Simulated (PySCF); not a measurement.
## Spectroscopy problems

[PySCF 2.14: shielding tensors at PBE0/pcSseg-1 (GIAO); geometry: GFN2-xTB; one computed conformer; fast rotation and ring inversion assumed for equivalent nuclei; no relativistic terms; isolated molecule]

Shifts are taken against calculated references (same method and geometry level): ¹H (σref 31.72) and ¹³C (σref 186.93) against TMS. Splittings of carbon signals by F and P are missing where no couplings were computed. Where no couplings were computed, multiplicities follow the n + 1 count of equivalent neighbours, and m marks all less simple cases (inequivalent or close neighbours, rings, F or P nearby). Shifts are as computed. Against solution values, carbons near 30 ppm lie about +3 ppm off and those near 130 ppm about +5 ppm; carbons on Cl a further +6 ppm (rms about the fit 2.1 ppm; single classes can miss by 10 ppm). Of 1328 compounds with measured shifts, 309 miss one by over three times the rms of a fit or turn the order of signals round; such compounds aren't used in these exercises. Signals without a measured value on file couldn't be tested in this way; 1H shifts scatter by 0.2 ppm about their fit, and single ones miss by 0.5 ppm. Carbons bonded to Cl come out too deshielded.

Problem. C₅H₄FNO. ¹H NMR (400 MHz, computed): δ 7.86 (m, 1H), 7.68 (m, 1H), 6.15 (m, 1H), 4.10 (m, 1H). ¹³C{¹H} NMR (computed): δ 133.0, 125.3, 117.6, 101.2, 53.2. Identify the compound.

Solution. `C1(O[C@H](C#N)F)C=C1`. The formula gives 4 degrees of unsaturation (1 ring in the answer). 5 carbon signals for 5 carbons: no two carbons are equivalent. Carbon types of the structure: 1 × C, 4 × CH, which accounts for all hydrogens. δC 133.0, 125.3: alkene CH; as expected for a trigonal carbon in a double bond. δC 117.6: nitrile carbon; C≡N carbons fall here, among the sp2 signals but without a proton. δC 101.2: sp3 CH bonded to F and O, α to a nitrile; 2 electronegative neighbours deshield it. δH 7.86, 7.68: hydrogen on an alkene CH; attached to an sp2 carbon and in the plane of the double bond.

The shifts were computed for this structure. Such data don't tell enantiomers apart.

Problem. C₆H₆ClF. ¹H NMR (400 MHz, computed): δ 6.34 (m, 1H), 6.34 (m, 1H), 5.87 (m, 1H), 5.10 (m, 1H), 3.26 (m, 1H), 2.94 (m, 1H). ¹³C{¹H} NMR (computed): δ 168.5 (C), 139.6 (CH), 134.0 (CH), 115.1 (CH), 57.4 (CH), 31.8 (CH2). What is it?

Solution. SMILES FC1=CCC=C[C@H]1Cl. The formula gives 3 degrees of unsaturation (1 ring in the answer). 6 carbon signals for 6 carbons: no two carbons are equivalent. Carbon types of the structure: 1 × C, 4 × CH, 1 × CH2, which accounts for all hydrogens. δC 168.5: fully substituted alkene carbon. δC 139.6, 134.0, 115.1: alkene CH; as expected for a trigonal carbon in a double bond. δC 57.4: allylic sp3 CH bonded to Cl; pulled downfield by the heteroatom. δC 31.8: allylic sp3 CH2; a saturated carbon with 2 carbon neighbours and no heteroatom attached.

This is the structure that produced the data. Such data don't tell enantiomers apart.
